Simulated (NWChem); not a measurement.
Species: KI; SMILES [K][I]

All runs: NWChem. Geometry: optimised at PBE0/def2-SVP. def2 effective core potentials on I; no spin-orbit coupling. Vertical excitations in the gas phase.

Q: Estimate the computed values for LRC-wPBEh/def2-SVPD, TDA. Quantities: lowest excitation, singlet (eV); oscillator strength of that lowest state; lowest state with f > 0.02, singlet (eV); oscillator strength of that bright state; orbital gap (eV).

A: 
```
Item                                      Result
----------------------------------------  ------
lowest excitation, singlet (eV)             3.65
oscillator strength of that lowest state   0.022
lowest state with f > 0.02, singlet (eV)    3.65
oscillator strength of that bright state   0.022
orbital gap (eV)                            6.61
```
